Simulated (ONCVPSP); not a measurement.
Pseudopotential generation for Os (Z = 76): ONCV, LDA (Perdew-Wang 92), scalar-relativistic.

ONCVPSP 4.0.1 was run on this input:

```
# ATOM AND REFERENCE CONFIGURATION
# atsym  z   nc   nv     iexc    psfile
  Os 76.00   10    5  -001012      upf
#
#   n    l    f
    1    0    2.00
    2    0    2.00
    2    1    6.00
    3    0    2.00
    3    1    6.00
    3    2   10.00
    4    0    2.00
    4    1    6.00
    4    2   10.00
    4    3   14.00
    5    0    2.00
    5    1    6.00
    5    2    6.00
    6    0    1.00
    6    1    1.00
#
# PSEUDOPOTENTIAL AND OPTIMIZATION
# lmax
    2
#
#   l,   rc,      ep,       ncon, nbas, qcut
    0    1.65    0.00    4    7    7.50
    1    1.85    0.00    4    8    9.40
    2    2.05    0.00    4    9    9.00
#
# LOCAL POTENTIAL
# lloc, lpopt,  rc(5),   dvloc0
    4    5    1.40    3.00
#
# VANDERBILT-KLEINMAN-BYLANDER PROJECTORs
# l, nproj, debl
    0    2    2.10
    1    2    2.70
    2    2    3.30
#
# MODEL CORE CHARGE
# icmod, fcfact, rcfact
    0    0.00    0.00
#
# LOG DERIVATIVE ANALYSIS
# epsh1, epsh2, depsh
   -5.00    5.00    0.04
#
# OUTPUT GRID
# rlmax, drl
    6.00    0.01
#
# TEST CONFIGURATIONS
# ncnf
    4
# nvcnf
#   n    l    f
    5
    5    0    2.00
    5    1    6.00
    5    2    6.00
    6    0    2.00
    6    1    0.00
#
    5
    5    0    2.00
    5    1    6.00
    5    2    6.00
    6    0    1.00
    6    1    0.00
#
    5
    5    0    2.00
    5    1    6.00
    5    2    6.00
    6    0    0.00
    6    1    0.00
#
    5
    5    0    2.00
    5    1    6.00
    5    2    5.00
    6    0    2.00
    6    1    1.00
#
```

Command:

```bash
oncvpsp.x < Os.dat > Os.out
```

Resulting log (shortened: citation, most of the input echo, consistency checks and plot data are left out):

```
ONCVPSP  (Optimized Norm-Conservinng Vanderbilt PSeudopotential)
scalar-relativistic version 4.0.1

#   n    l    f        energy (Ha)
    1    0    2.00    -2.7128949E+03
    2    0    2.00    -4.7257489E+02
    2    1    6.00    -4.1163538E+02
    3    0    2.00    -1.1000902E+02
    3    1    6.00    -9.2119926E+01
    3    2   10.00    -7.2108837E+01
    4    0    2.00    -2.3242452E+01
    4    1    6.00    -1.7373153E+01
    4    2   10.00    -1.0087805E+01
    4    3   14.00    -1.9872848E+00
    5    0    2.00    -3.4405765E+00
    5    1    6.00    -1.9419427E+00
    5    2    6.00    -2.9799631E-01
    6    0    1.00    -2.7934512E-01
    6    1    1.00    -8.3952903E-02

Reference configufation results
  iterations    26
  all-electron total energy (Ha)   -1.72438277D+04

Begin loop to  construct optimized pseudo wave functions
and semi-local pseudopoentials for all angular momenta

Calculating optimized projector #   1

 for l=   0

    Fraction of norm inside rc  0.960106
    Optimizing pswf for qcut=   7.51 a_B^-1,  ecut=  28.18 Ha
    Residual kinetic energy error=  4.87D-06 Ha

    Energy error per electron        Cutoff
         Ha          eV             Ha
         0.01000     0.27211       15.88
         0.00100     0.02721       20.76
         0.00010     0.00272       24.24
         0.00001     0.00027       27.24

Calculating optimized projector #   2

 for l=   0

    Fraction of norm inside rc  0.076777
    Optimizing pswf for qcut=   7.51 a_B^-1,  ecut=  28.18 Ha
    Residual kinetic energy error=  1.01D-05 Ha

    Energy error per electron        Cutoff
         Ha          eV             Ha
         0.01000     0.27211       13.61
         0.00100     0.02721       19.97
         0.00010     0.00272       24.46
         0.00001     0.00027       28.08

Calculating optimized projector #   1

 for l=   1

    Fraction of norm inside rc  0.939475
    Optimizing pswf for qcut=   9.41 a_B^-1,  ecut=  44.26 Ha
    Residual kinetic energy error=  1.28D-08 Ha

    Energy error per electron        Cutoff
         Ha          eV             Ha
         0.01000     0.27211        9.83
         0.00100     0.02721       19.90
         0.00010     0.00272       27.02
         0.00001     0.00027       32.08

Calculating optimized projector #   2

 for l=   1

    Fraction of norm inside rc  0.032445
    Optimizing pswf for qcut=   9.41 a_B^-1,  ecut=  44.26 Ha
    Residual kinetic energy error=  1.52D-09 Ha

    Energy error per electron        Cutoff
         Ha          eV             Ha
         0.01000     0.27211        6.91
         0.00100     0.02721       10.35
         0.00010     0.00272       23.29
         0.00001     0.00027       29.95

   Wellstate for l =  2  n =  7
     eigenvalue =   3.0020
     asymptotic potential =   3.5020
     half-point radius =  3.2697

Calculating optimized projector #   1

 for l=   2

    Fraction of norm inside rc  0.706136
    Optimizing pswf for qcut=   9.01 a_B^-1,  ecut=  40.57 Ha
    Residual kinetic energy error=  1.48D-09 Ha

    Energy error per electron        Cutoff
         Ha          eV             Ha
         0.01000     0.27211       13.70
         0.00100     0.02721       18.60
         0.00010     0.00272       23.03
         0.00001     0.00027       27.19

Calculating optimized projector #   2

 for l=   2

    Fraction of norm inside rc  0.203927
    Optimizing pswf for qcut=   9.01 a_B^-1,  ecut=  40.57 Ha
    Residual kinetic energy error=  1.09D-08 Ha

    Energy error per electron        Cutoff
         Ha          eV             Ha
         0.01000     0.27211       15.49
         0.00100     0.02721       19.59
         0.00010     0.00272       22.83
         0.00001     0.00027       26.95

Construct Vanderbilt / Kleinmman-Bylander projectors

B matrix Hermiticity error, ll=   0
   1   2    5.0439E-04

  Orthonormal projector coefficients  7.5298E+00 -1.1349E-01

B matrix Hermiticity error, ll=   1
   1   2    1.6057E-04

  Orthonormal projector coefficients  3.8508E+00 -1.0051E-01

B matrix Hermiticity error, ll=   2
   1   2   -3.5894E-04

  Orthonormal projector coefficients  1.1419E+00 -3.5590E-01

Pseudoatom total energy  -91.742650

Diagnostic tests using Vanderbilt-Kleinman-Bylander pseudopotentials
  1 or more projectors used as specified by nproj input data

   l    rcore       rmatch      e in        delta e   norm test  slope test

   0   1.6571367   1.7074509  -3.4405765  -0.0000018   1.0003250   1.0003093
   0   1.6571367   1.7074509  -0.2793451   0.0000041   1.0000334   1.0000308

   1   1.8566069   1.9129775  -1.9419427  -0.0000023   1.0002131   1.0002121
   1   1.8566069   1.9129775  -0.0839529   0.0000023   1.0000354   1.0000340

   2   2.0553493   2.1177541  -0.2979963  -0.0000001   1.0000729   1.0000837
   2   2.0553493   2.1177541   3.0020037   0.0000559   1.0001557   1.0001557

 Testing for bound ghosts
   n   l    E NL Schr. Eq   E Basis Diag.   E Cutoff

   1   0       -3.440578       -3.440574     69.48
   2   0       -0.279341       -0.239575     69.48

   2   1       -1.941945       -1.941944     88.37
   3   1       -0.083951       -0.004859     88.37

   3   2       -0.297996       -0.297219    104.96

 Testing for highly-localized positive-energy ghosts
       l    <radius>/rc     E Basis Diag.   E Cutoff

Test configuration 0

   n   l     f        eae           eps        diff
   1   0  2.0000-2712.89490441
   2   0  2.0000 -472.57489305
   2   1  6.0000 -411.63538405
   3   0  2.0000 -110.00902261
   3   1  6.0000  -92.11992634
   3   2 10.0000  -72.10883695
   4   0  2.0000  -23.24245176
   4   1  6.0000  -17.37315288
   4   2 10.0000  -10.08780497
   4   3 14.0000   -1.98728483
   5   0  2.0000   -3.44057646   -3.44057830   -1.84D-06
   5   1  6.0000   -1.94194273   -1.94194499   -2.25D-06
   5   2  6.0000   -0.29799631   -0.29799640   -9.40D-08
   6   0  1.0000   -0.27934512   -0.27934098    4.14D-06
   6   1  1.0000   -0.08395290   -0.08395060    2.30D-06

    Total energies and differences
      AE_ref= -1.72438277D+04  AE_tst= -1.72438277D+04  dif=  0.00D+00
      PS_ref= -9.17426500D+01  PS_tst= -9.17426500D+01  dif= -5.68D-14
      PSP excitation error=  5.68D-14

Test configuration 1

   n   l     f        eae           eps        diff
   1   0  2.0000-2712.82878198
   2   0  2.0000 -472.50988726
   2   1  6.0000 -411.57039579
   3   0  2.0000 -109.94364875
   3   1  6.0000  -92.05456126
   3   2 10.0000  -72.04357728
   4   0  2.0000  -23.17690974
   4   1  6.0000  -17.30762397
   4   2 10.0000  -10.02232734
   4   3 14.0000   -1.92181420
   5   0  2.0000   -3.37497359   -3.37448411    4.89D-04
   5   1  6.0000   -1.87622392   -1.87603618    1.88D-04
   5   2  6.0000   -0.23746054   -0.23749311   -3.26D-05
   6   0  2.0000   -0.23442202   -0.23440860    1.34D-05

    Total energies and differences
      AE_ref= -1.72438277D+04  AE_tst= -1.72440166D+04  dif= -1.89D-01
      PS_ref= -9.17426500D+01  PS_tst= -9.19316220D+01  dif= -1.89D-01
      PSP excitation error=  4.28D-05

Test configuration 2

   n   l     f        eae           eps        diff
   1   0  2.0000-2713.12850269
   2   0  2.0000 -472.80742472
   2   1  6.0000 -411.86800208
   3   0  2.0000 -110.24155957
   3   1  6.0000  -92.35247278
   3   2 10.0000  -72.34130624
   4   0  2.0000  -23.47499715
   4   1  6.0000  -17.60569428
   4   2 10.0000  -10.32031533
   4   3 14.0000   -2.21979924
   5   0  2.0000   -3.67327434   -3.67343544   -1.61D-04
   5   1  6.0000   -2.17515328   -2.17521583   -6.25D-05
   5   2  6.0000   -0.52925839   -0.52925375    4.64D-06
   6   0  1.0000   -0.49491513   -0.49491117    3.96D-06

    Total energies and differences
      AE_ref= -1.72438277D+04  AE_tst= -1.72436544D+04  dif=  1.73D-01
      PS_ref= -9.17426500D+01  PS_tst= -9.15693159D+01  dif=  1.73D-01
      PSP excitation error= -7.27D-05

Test configuration 3

   n   l     f        eae           eps        diff
   1   0  2.0000-2713.46823949
   2   0  2.0000 -473.14418471
   2   1  6.0000 -412.20486468
   3   0  2.0000 -110.57849465
   3   1  6.0000  -92.68940984
   3   2 10.0000  -72.67804517
   4   0  2.0000  -23.81202933
   4   1  6.0000  -17.94269412
   4   2 10.0000  -10.65718904
   4   3 14.0000   -2.55653348
   5   0  2.0000   -4.00949116   -4.01070678   -1.22D-03
   5   1  6.0000   -2.51123760   -2.51174851   -5.11D-04
   5   2  6.0000   -0.85362412   -0.85358285    4.13D-05

    Total energies and differences
      AE_ref= -1.72438277D+04  AE_tst= -1.72430195D+04  dif=  8.08D-01
      PS_ref= -9.17426500D+01  PS_tst= -9.09342270D+01  dif=  8.08D-01
      PSP excitation error= -2.85D-04

Test configuration 4

   n   l     f        eae           eps        diff
   1   0  2.0000-2712.99426894
   2   0  2.0000 -472.67900999
   2   1  6.0000 -411.73935021
   3   0  2.0000 -110.11135635
   3   1  6.0000  -92.22225880
   3   2 10.0000  -72.21171922
   4   0  2.0000  -23.34422114
   4   1  6.0000  -17.47496277
   4   2 10.0000  -10.18977630
   4   3 14.0000   -2.08876120
   5   0  2.0000   -3.53761649   -3.53702310    5.93D-04
   5   1  6.0000   -2.03225420   -2.03220577    4.84D-05
   5   2  5.0000   -0.36174210   -0.36185777   -1.16D-04
   6   0  2.0000   -0.30534792   -0.30530167    4.62D-05
   6   1  1.0000   -0.09402204   -0.09402179    2.48D-07

    Total energies and differences
      AE_ref= -1.72438277D+04  AE_tst= -1.72437904D+04  dif=  3.72D-02
      PS_ref= -9.17426500D+01  PS_tst= -9.17054587D+01  dif=  3.72D-02
      PSP excitation error=  4.15D-05
```

The run took about 8.6 s on one core of a shared server CPU.
